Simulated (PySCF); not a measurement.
How methods differ on the ionisation energy of Mn⁺

Mn⁺ [Ar] 3d5 4s1 (7S) → Mn²⁺ [Ar] 3d5 (6S), as a difference of total energies. Calculation: PySCF 2.14, in x2c-TZVPPall with one added diffuse shell each of s, p, d, f type (7s6p5d3f1g, 80 functions); the spin-free X2C one-electron Hamiltonian (Gaussian nucleus). Correlated levels: valence: [Ar] frozen. The calculations carry no spin-orbit coupling.

```csv
method,ionisation energy (eV)
UHF,14.855
MP2 (valence),15.291
SCS-MP2 (valence),15.000
CCSD (valence),15.320
CCSD(T) (valence),15.336
```

Problem. How much does correlation contribute at CCSD(T) (valence)?

Solution. 15.336 − (14.855) = 0.481 eV, measured against UHF.

Errors of the correlated levels include the incompleteness of this basis and the frozen core.

For comparison: 15.640 eV (measured; NIST Atomic Spectra Database, ionization energies).
